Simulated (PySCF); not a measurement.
Molecule: `InChI=1S/C5H12P2/c1-3-4-7(2)5-6/h3-4H,5-6H2,1-2H3/b4-3+`.

Geometry (Å), atoms numbered from 1 in this order:
```xyz
19

C     3.304   -0.031   -0.856
C     2.001   -0.567   -0.372
C     0.949    0.175   -0.053
P    -0.614   -0.539    0.548
C    -0.862    0.585    1.994
C    -1.733    0.351   -0.652
P    -3.494    0.115   -0.102
H     4.107   -0.346   -0.190
H     3.291    1.055   -0.904
H     3.527   -0.425   -1.847
H     1.939   -1.644   -0.281
H     0.993    1.257   -0.133
H    -0.159    0.304    2.777
H    -0.701    1.626    1.714
H    -1.877    0.460    2.369
H    -1.502    1.421   -0.674
H    -1.583   -0.068   -1.651
H    -3.527   -1.253   -0.359
H    -4.070    0.418   -1.336
```

Frames of a GFN2-xTB Langevin trajectory at 200 K; GIAO PBE0/pcSseg-1 shieldings in PySCF 2.14.0 with density-fitted response routines, gas phase, non-relativistic; equivalent atoms averaged within each frame.

δ = σ(ref) − σ, references computed at the same level: TMS for 13C (σref 186.93) and 1H (σref 31.72); 31P (σref 318.38) against H3PO4. The references are static minima.

How do the shifts (ppm) fluctuate along the trajectory?

Answers


```
         time (fs)     C2     C3    C1    C5    C6     P4      P7   H11   H12  H18/H19
optimised geometry  150.6  145.7  24.6  18.2  21.1  -58.1  -192.1  6.57  5.93     2.86
               250  146.4  140.2  27.5  19.5  15.6  -39.7  -185.5  6.10  5.35     2.92
               425  157.1  146.1  27.9  15.3  21.6  -43.4  -220.7  7.30  6.33     2.89
               625  152.2  142.9  25.3  16.2  20.5  -60.8  -194.5  6.69  5.48     2.96
               800  148.9  140.2  28.4  15.6  26.1  -51.2  -174.8  6.72  6.03     3.46
              1000  145.1  145.5  24.4  17.1  24.8  -67.0  -206.2  6.22  5.90     2.35
    mean of frames  150.0  143.0  26.7  16.8  21.7  -52.4  -196.3  6.61  5.82     2.92
standard deviation    4.8    2.8   1.7   1.7   4.1   11.5    17.8  0.48  0.40     0.39
```

5 frames give an uncertainty of the mean of about the standard deviation over 2.2 at best, since frames this close in time may not be independent; classical motion lacks zero-point vibration, and the reference would need the same averaging.
